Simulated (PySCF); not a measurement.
Computed shifts of a molecule C₅H₈S, KT2/pcSseg-1 in PySCF, GIAO, gas phase, equivalent atoms averaged, in ppm (number of nuclei): ¹³C: 143.7 (1), 114.4 (1), 54.4 (1), 42.9 (2). ¹H: 6.27 (1), 5.29 (1), 5.16 (1), 4.07 (1), 3.70 (2), 3.23 (2). References: ¹³C against TMS (σ = 185.1 ppm); ³³S against H2S (σ = 723.0 ppm); ¹H against TMS (σ = 31.47 ppm), references at their B3LYP-D3(BJ)/def2-TZVP geometries, non-relativistic. Coordinates come from a B3LYP-D3(BJ)/def2-SVP optimisation. Other conformers were not sampled.

**Question.** Pick the molecule that these values belong to.
(A) C#CCCCS
(B) C#C[C@H](S)CC
(C) C=CC1CSC1
(D) CC1=CSCC1

**Answer.** C, C=CC1CSC1
